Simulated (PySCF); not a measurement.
Zr²⁺: excitation energy

Zr²⁺ [Kr] 4d2 (3F) → Zr²⁺ [Kr] 4d1 5s1, s spin flipped, as a difference of total energies. Computed with PySCF 2.14 in def2-TZVPPD with the def2 core potential (28 electrons) (6s4p3d2f1g, 56 functions), with scalar relativity through the core potential. Correlated levels: valence: 4s2 4p6 frozen. The calculations carry no spin-orbit coupling.

```
           method  excitation energy (eV)
              UHF                   2.792
    MP2 (valence)                   2.644
SCS-MP2 (valence)                   2.538
```

Task: How much does correlation contribute at MP2 (valence)?

Result: 2.644 − (2.792) = -0.148 eV, measured against UHF.

The upper determinant mixes two multiplicities, so it lies between the two terms.

The coupled-cluster amplitudes are large for the upper state (T1 above 0.03 or a double amplitude above 0.15), so a single reference is strained.
